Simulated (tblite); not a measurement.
Record of a relaxation.

C4H4FGaS.
Atom-mapped SMILES: `[F:1][c:2]1[cH:3][s:4][c:5]([GaH2:6])[cH:7]1` (hydrogens: H8 on C3; H9, H10 on Ga6; H11 on C7)

Computed with GFN2-xTB (tblite), gas phase: L-BFGS steps from a force-field or distance-geometry start until the largest atomic force falls under 0.01 eV/Å. 14 of its 103 geometries are shown.

Step 0: E = -535.6847 eV, largest atomic force 4.531 eV/Å
```
atom  x, y, z in Å  |  force x, y, z in eV/Å
F1     -2.424   -1.376    0.864    0.463   0.681  -0.416
C2     -1.579   -0.452    0.300   -1.096  -1.596   1.012
C3     -1.972    0.677   -0.305   -4.403  -0.836   0.665
S4     -0.775    1.568   -0.867    3.318   2.205  -1.381
C5      0.421    0.441   -0.280    1.903   0.993  -0.778
Ga6     2.586    0.436   -0.388   -0.930  -1.003   0.592
C7     -0.204   -0.591    0.320    0.660  -1.202   0.612
H8     -3.000    1.010   -0.439    0.280  -0.194   0.088
H9      3.346   -0.888   -1.046   -0.261   0.490  -0.236
H10     3.312    0.615    1.045   -0.033   0.413  -0.126
H11     0.294   -1.437    0.770    0.098   0.049  -0.033
```

Step 8: E = -536.3333 eV, largest atomic force 0.309 eV/Å
```
atom  x, y, z in Å  |  force x, y, z in eV/Å
F1     -2.391   -1.353    0.851   -0.260  -0.129   0.105
C2     -1.577   -0.444    0.305   -0.032  -0.111   0.036
C3     -2.012    0.687   -0.309    0.221  -0.048   0.028
S4     -0.667    1.586   -0.884    0.026   0.051  -0.063
C5      0.486    0.418   -0.302    0.071   0.031   0.007
Ga6     2.476    0.201   -0.214   -0.048   0.071   0.018
C7     -0.181   -0.609    0.322    0.038   0.070  -0.058
H8     -3.024    1.011   -0.440    0.048   0.079  -0.043
H9      3.272   -0.777   -1.129   -0.026  -0.058  -0.175
H10     3.290    0.730    1.005    0.030   0.147   0.109
H11     0.333   -1.447    0.771   -0.068  -0.104   0.037
```

Step 16: E = -536.3626 eV, largest atomic force 0.145 eV/Å
```
atom  x, y, z in Å  |  force x, y, z in eV/Å
F1     -2.443   -1.340    0.855   -0.025  -0.069   0.027
C2     -1.587   -0.465    0.309   -0.040   0.026  -0.012
C3     -1.987    0.677   -0.310    0.097   0.072  -0.047
S4     -0.629    1.554   -0.878    0.081   0.110  -0.032
C5      0.504    0.379   -0.274   -0.039  -0.048   0.016
Ga6     2.500    0.209   -0.195   -0.088   0.077   0.023
C7     -0.190   -0.642    0.332   -0.028  -0.039   0.039
H8     -2.978    1.050   -0.462   -0.014  -0.031   0.008
H9      3.219   -0.753   -1.206    0.061   0.047   0.028
H10     3.291    0.822    1.024    0.021  -0.022  -0.121
H11     0.306   -1.490    0.778   -0.028  -0.123   0.072
```

Step 24: E = -536.3956 eV, largest atomic force 0.246 eV/Å
```
atom  x, y, z in Å  |  force x, y, z in eV/Å
F1     -2.552   -1.295    0.827   -0.057  -0.046  -0.026
C2     -1.622   -0.479    0.309   -0.086   0.031  -0.008
C3     -1.920    0.687   -0.322   -0.033   0.009   0.021
S4     -0.493    1.487   -0.820   -0.095   0.061  -0.009
C5      0.522    0.233   -0.175   -0.005  -0.040   0.063
Ga6     2.494    0.282   -0.210    0.206  -0.071   0.115
C7     -0.244   -0.752    0.392   -0.062   0.011   0.007
H8     -2.883    1.107   -0.511   -0.112   0.053  -0.024
H9      3.205   -0.605   -1.273    0.185  -0.005  -0.085
H10     3.345    0.984    0.912   -0.001   0.023  -0.104
H11     0.153   -1.645    0.846    0.059  -0.026   0.049
```

Step 31: E = -536.4274 eV, largest atomic force 0.113 eV/Å
```
atom  x, y, z in Å  |  force x, y, z in eV/Å
F1     -2.655   -1.276    0.778    0.073   0.053  -0.068
C2     -1.671   -0.488    0.309    0.037   0.029  -0.009
C3     -1.896    0.697   -0.319   -0.008  -0.028  -0.003
S4     -0.410    1.436   -0.756   -0.073   0.003   0.031
C5      0.534    0.131   -0.080   -0.027  -0.039   0.028
Ga6     2.526    0.253   -0.193   -0.052  -0.025  -0.084
C7     -0.305   -0.820    0.443   -0.006  -0.016   0.027
H8     -2.836    1.155   -0.548    0.032   0.020   0.009
H9      3.294   -0.476   -1.349    0.027  -0.029  -0.018
H10     3.389    1.120    0.780   -0.010   0.041   0.052
H11     0.037   -1.730    0.908    0.007  -0.008   0.034
```

Step 39: E = -536.4308 eV, largest atomic force 0.067 eV/Å
```
atom  x, y, z in Å  |  force x, y, z in eV/Å
F1     -2.664   -1.275    0.753    0.029   0.003  -0.007
C2     -1.670   -0.489    0.309   -0.012   0.013  -0.017
C3     -1.889    0.698   -0.318    0.029  -0.007   0.019
S4     -0.398    1.433   -0.738   -0.008  -0.010  -0.001
C5      0.536    0.117   -0.064   -0.017  -0.024   0.026
Ga6     2.523    0.255   -0.213    0.018  -0.039  -0.052
C7     -0.308   -0.830    0.456   -0.038   0.011  -0.004
H8     -2.823    1.169   -0.547    0.021  -0.011   0.009
H9      3.311   -0.475   -1.366   -0.025   0.016   0.038
H10     3.365    1.142    0.769   -0.005   0.021   0.008
H11     0.021   -1.741    0.933    0.009   0.027  -0.019
```

Step 47: E = -536.4315 eV, largest atomic force 0.015 eV/Å
```
atom  x, y, z in Å  |  force x, y, z in eV/Å
F1     -2.674   -1.273    0.741    0.000   0.004   0.000
C2     -1.673   -0.490    0.307    0.003   0.001   0.002
C3     -1.876    0.701   -0.315   -0.001  -0.003  -0.001
S4     -0.378    1.422   -0.726   -0.009   0.011   0.004
C5      0.541    0.098   -0.047   -0.003   0.001  -0.006
Ga6     2.522    0.255   -0.218    0.010  -0.010  -0.005
C7     -0.315   -0.842    0.464    0.003  -0.004  -0.001
H8     -2.805    1.179   -0.549    0.000   0.003   0.000
H9      3.307   -0.463   -1.375   -0.003  -0.003   0.013
H10     3.349    1.171    0.751    0.000   0.011  -0.005
H11     0.007   -1.754    0.941    0.000  -0.012  -0.002
```

Step 55: E = -536.4331 eV, largest atomic force 0.150 eV/Å
```
atom  x, y, z in Å  |  force x, y, z in eV/Å
F1     -2.680   -1.270    0.731   -0.039  -0.017  -0.017
C2     -1.674   -0.492    0.304   -0.025  -0.026  -0.001
C3     -1.867    0.711   -0.300   -0.063   0.039   0.042
S4     -0.363    1.436   -0.680   -0.021   0.012  -0.049
C5      0.538    0.085   -0.041    0.139  -0.045   0.033
Ga6     2.521    0.244   -0.216   -0.029   0.055   0.021
C7     -0.320   -0.862    0.452    0.036  -0.024  -0.043
H8     -2.791    1.203   -0.532    0.041  -0.037   0.036
H9      3.333   -0.526   -1.314    0.010  -0.035   0.002
H10     3.305    1.270    0.677    0.006  -0.003  -0.012
H11     0.002   -1.794    0.894   -0.055   0.083  -0.012
```

Step 63: E = -536.4572 eV, largest atomic force 0.136 eV/Å
```
atom  x, y, z in Å  |  force x, y, z in eV/Å
F1     -2.716   -1.272    0.635   -0.038  -0.040  -0.051
C2     -1.677   -0.501    0.280    0.043  -0.022  -0.048
C3     -1.819    0.767   -0.189    0.070  -0.041  -0.040
S4     -0.283    1.469   -0.481    0.026  -0.070   0.005
C5      0.563    0.014    0.014   -0.035   0.059  -0.088
Ga6     2.521    0.262   -0.246    0.035  -0.069   0.032
C7     -0.340   -0.946    0.377   -0.075   0.026   0.034
H8     -2.722    1.292   -0.418   -0.042   0.070   0.109
H9      3.477   -0.786   -0.945   -0.071   0.080   0.068
H10     3.081    1.642    0.243    0.041   0.000  -0.064
H11    -0.080   -1.939    0.705    0.046   0.007   0.044
```

Step 71: E = -536.4965 eV, largest atomic force 0.137 eV/Å
```
atom  x, y, z in Å  |  force x, y, z in eV/Å
F1     -2.728   -1.299    0.503   -0.022  -0.032   0.003
C2     -1.675   -0.512    0.235   -0.026   0.015   0.027
C3     -1.800    0.798   -0.108    0.022   0.003   0.048
S4     -0.260    1.497   -0.370    0.027   0.007   0.044
C5      0.565    0.000   -0.005   -0.079   0.004   0.012
Ga6     2.527    0.256   -0.201   -0.025  -0.012  -0.096
C7     -0.346   -0.974    0.299    0.050  -0.061  -0.112
H8     -2.700    1.366   -0.195   -0.051   0.072  -0.058
H9      3.585   -0.895   -0.360   -0.019   0.026   0.051
H10     2.938    1.761   -0.353    0.046  -0.009   0.016
H11    -0.100   -1.996    0.530    0.076  -0.014   0.066
```

Step 78: E = -536.5081 eV, largest atomic force 0.073 eV/Å
```
atom  x, y, z in Å  |  force x, y, z in eV/Å
F1     -2.712   -1.319    0.509    0.015  -0.027  -0.036
C2     -1.674   -0.518    0.219    0.011  -0.011   0.062
C3     -1.821    0.803   -0.068   -0.042   0.022  -0.026
S4     -0.301    1.531   -0.360    0.006  -0.010   0.013
C5      0.547    0.033   -0.079    0.022  -0.018  -0.015
Ga6     2.520    0.256   -0.215    0.014  -0.037  -0.021
C7     -0.337   -0.969    0.216    0.026   0.039   0.056
H8     -2.729    1.369   -0.121    0.002  -0.002  -0.007
H9      3.558   -0.916   -0.047   -0.042   0.043   0.001
H10     3.000    1.716   -0.522    0.017  -0.012   0.004
H11    -0.044   -1.982    0.443   -0.030   0.012  -0.032
```

Step 86: E = -536.5100 eV, largest atomic force 0.017 eV/Å
```
atom  x, y, z in Å  |  force x, y, z in eV/Å
F1     -2.700   -1.333    0.507    0.005  -0.003  -0.003
C2     -1.671   -0.517    0.228   -0.001  -0.008  -0.015
C3     -1.829    0.803   -0.061   -0.008   0.005   0.000
S4     -0.313    1.539   -0.363   -0.008   0.001   0.007
C5      0.545    0.045   -0.099    0.007   0.004   0.011
Ga6     2.519    0.254   -0.221   -0.002  -0.003   0.000
C7     -0.332   -0.960    0.210    0.007   0.007   0.004
H8     -2.740    1.365   -0.109    0.000   0.002   0.000
H9      3.537   -0.913    0.032   -0.009  -0.004  -0.004
H10     3.029    1.695   -0.561    0.009   0.001  -0.007
H11    -0.039   -1.977    0.413    0.001  -0.002   0.008
```

Step 94: E = -536.5110 eV, largest atomic force 0.038 eV/Å
```
atom  x, y, z in Å  |  force x, y, z in eV/Å
F1     -2.681   -1.357    0.494   -0.030   0.005  -0.013
C2     -1.668   -0.520    0.218    0.021  -0.021   0.023
C3     -1.844    0.799   -0.061   -0.002   0.022   0.005
S4     -0.337    1.558   -0.351    0.004   0.024  -0.016
C5      0.542    0.076   -0.095    0.010  -0.027   0.020
Ga6     2.520    0.255   -0.218   -0.019   0.005   0.001
C7     -0.322   -0.943    0.204    0.016  -0.016   0.015
H8     -2.758    1.354   -0.104   -0.029  -0.006  -0.009
H9      3.498   -0.934    0.071    0.007  -0.014  -0.003
H10     3.074    1.670   -0.596    0.008   0.004  -0.004
H11    -0.019   -1.957    0.412    0.014   0.023  -0.019
```

Step 102: E = -536.5125 eV, largest atomic force 0.008 eV/Å
```
atom  x, y, z in Å  |  force x, y, z in eV/Å
F1     -2.662   -1.382    0.468   -0.003   0.004  -0.001
C2     -1.661   -0.524    0.217    0.004   0.000   0.001
C3     -1.864    0.791   -0.066   -0.001   0.001  -0.005
S4     -0.371    1.587   -0.332    0.001  -0.001  -0.005
C5      0.539    0.127   -0.059    0.000   0.000   0.005
Ga6     2.518    0.257   -0.213    0.001  -0.001  -0.001
C7     -0.306   -0.913    0.224    0.002  -0.002  -0.002
H8     -2.793    1.320   -0.134   -0.002  -0.004   0.007
H9      3.441   -0.991    0.013   -0.002   0.002   0.000
H10     3.138    1.649   -0.574    0.001   0.000   0.001
H11     0.025   -1.919    0.430   -0.001   0.002   0.000
```

Q: Summarise the path.

A: The energy falls by 0.8279 eV from step 0 to step 102; nine tenths of that is first reached at step 36. It falls at every step. The largest force goes from 4.531 to 0.008 eV/Å. Among the bonds C5–Ga6 changes most, from 2.167 to 1.990 Å; the atoms move by 0.776 Å rms after alignment.

Q: Follow the three bonds and two angles with the largest change from start to end.

A: 
```csv
step,E above end (eV),largest force (eV/Å),C5–Ga6 (Å),C3–S4 (Å),Ga6–H9 (Å),H9–Ga6–H10 (°),S4–C5–Ga6 (°)
0,0.8279,4.531,2.167,1.595,1.662,103.5,132.0
4,0.2900,0.890,2.013,1.722,1.599,107.6,135.4
9,0.1728,0.252,2.005,1.714,1.566,114.6,138.2
13,0.1604,0.188,1.998,1.715,1.576,116.8,138.1
18,0.1444,0.175,2.006,1.713,1.572,121.4,134.0
22,0.1281,0.209,1.978,1.715,1.569,119.8,128.5
27,0.0987,0.204,1.985,1.708,1.555,118.1,115.9
31,0.0852,0.113,1.999,1.715,1.568,116.5,118.1
35,0.0830,0.066,2.001,1.713,1.571,116.3,117.7
40,0.0814,0.044,1.997,1.714,1.573,117.1,116.5
44,0.0811,0.015,1.997,1.713,1.570,117.3,115.7
49,0.0809,0.024,1.995,1.713,1.570,117.2,115.3
53,0.0806,0.046,1.996,1.713,1.567,117.2,115.4
58,0.0723,0.126,1.995,1.714,1.572,118.5,112.9
62,0.0611,0.230,1.990,1.715,1.593,120.9,108.9
67,0.0335,0.197,1.987,1.712,1.588,121.0,109.4
71,0.0160,0.137,1.988,1.711,1.572,121.1,109.6
75,0.0067,0.093,1.987,1.712,1.572,120.4,111.1
80,0.0034,0.061,1.988,1.712,1.569,120.2,112.2
84,0.0025,0.019,1.989,1.712,1.568,120.5,112.9
89,0.0022,0.028,1.988,1.713,1.569,120.4,113.3
93,0.0018,0.034,1.989,1.712,1.567,120.6,114.2
98,0.0003,0.029,1.989,1.713,1.569,120.3,116.9
102,0.0000,0.008,1.990,1.712,1.569,120.5,116.9
```

The cost below is that of the whole relaxation. On one thread, Arm Neoverse V2 (aarch64), shared host with 32 logical CPUs at a one-minute load of 18, this took 0.48 s of wall time.
